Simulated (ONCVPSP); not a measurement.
Before and after: ONCV potential for Mn

Mn, optimised norm-conserving Vanderbilt (ONCV), made with ONCVPSP 4.0.1 (PW91, scalar-relativistic). Core [Ne], reference 3s2 3p6 3d5 4s1.5 4p0.5. Waves: 3s+4s: rc 1.65 bohr, ncon 4, nbas 8, qcut 7.1 1/bohr, 2 projectors; 3p+4p: rc 1.85 bohr, ncon 3, nbas 7, qcut 6.3 1/bohr, 2 projectors; 3d: rc 1.55 bohr, ncon 4, nbas 9, qcut 10.9 1/bohr, 2 projectors, debl 0.5 Ha; f scattering state at 0.11 Ha: rc 2.05 bohr, ncon 3, nbas 7, qcut 5.8 1/bohr, 2 projectors, debl 0.9 Ha. Local part: polynomial inside 1.10 bohr (lpopt 3, dvloc0 0 Ha). Core correction: Teter function, fcfact 3.25, rcfact 1.5.

Change: s: qcut 10.1; p: qcut 8.9; d: qcut 15.5; f: qcut 8.2.

Cutoffs: the cutoffs (Ha) at which the residual kinetic energy of the hardest occupied pseudo-wave falls to 1 and 0.1 mHa per electron; they do not see the model core or the augmentation charge, which bear on the density cutoff. Errors are all-electron minus pseudo energies relative to the spin-unpolarised reference configuration.

Task: Predict the effect on cutoff, ghosts and configuration errors.

Result: The potential gets harder (43 Ha and 49 Ha → 63 Ha and 75 Ha); of the 4 tests that both files solve, the error grows in 0 and shrinks in 2 by more than 15 % and 0.3 meV (median size 1.5 → 0.5 meV); neither file shows a bound ghost.

```csv
quantity,base,changed
"cutoff, loose",43 Ha,63 Ha
"cutoff, tight",49 Ha,75 Ha
loose cutoff by channel,"s 11 Ha, p 17 Ha, d 43 Ha","s 24 Ha, p 25 Ha, d 63 Ha"
bound ghosts,none,none
GHOST(+) flags under 300 eV,none,none
"error for 3s2 3p6 3d5 4s2 4p0, meV [ΔE -1.91 eV]",+0.1,+0.2
"error for 3s2 3p6 3d5 4s1 4p0, meV [ΔE 6.57 eV]",-0.4,-0.4
"error for 3s2 3p6 3d5 4s0 4p0, meV [ΔE 22.21 eV]",-2.6,-0.6
"error for 3s2 3p6 3d6 4s0 4p0, meV [ΔE 4.93 eV]",+16,+8.4
s: phases at 1.68 bohr within 0.05 rad from the reference energy up to (Ha; the scan ends near 5),to the end of the scan,to the end of the scan
p: phases at 1.88 bohr within 0.05 rad from the reference energy up to (Ha; the scan ends near 5),to the end of the scan,to the end of the scan
d: phases at 1.57 bohr within 0.05 rad from the reference energy up to (Ha; the scan ends near 5),to the end of the scan,to the end of the scan
f: phases at 2.08 bohr within 0.05 rad from the reference energy up to (Ha; the scan ends near 5),4.4,to the end of the scan
"rms error of d²Exc/dni dnj with the model core, mHa",1.75,1.26
```
